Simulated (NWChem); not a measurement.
Species: AlH, singlet; SMILES [AlH]

```xyz
2

Al     0.0000     0.0000     0.1423
H      0.0000     0.0000    -1.5249
```
Atoms are numbered in this order, from 1.

Low-valent species are run as closed-shell singlets; no triplet was tried in these runs. The geometry was optimised at PBE0/def2-SVP.

List the 4 lowest vertical singlet excitations and the 4 lowest triplet ones from B3LYP/aug-cc-pVDZ, TDA (NWChem).


```
state  energy (eV)  oscillator strength  leading excitation (squared amplitude)
-----  -----------  -------------------  --------------------------------------
S1            2.96                0.063                      HOMO → LUMO (0.97)
S2            2.96                0.063                    HOMO → LUMO+1 (0.97)
S3            5.14                0.148                    HOMO → LUMO+2 (0.91)
S4            5.55                0.090                    HOMO → LUMO+3 (0.90)
T1            1.80       spin-forbidden                      HOMO → LUMO (0.98)
T2            1.80       spin-forbidden                    HOMO → LUMO+1 (0.98)
T3            4.87       spin-forbidden                    HOMO → LUMO+2 (0.61)
T4            5.14       spin-forbidden                    HOMO → LUMO+3 (0.44)
```
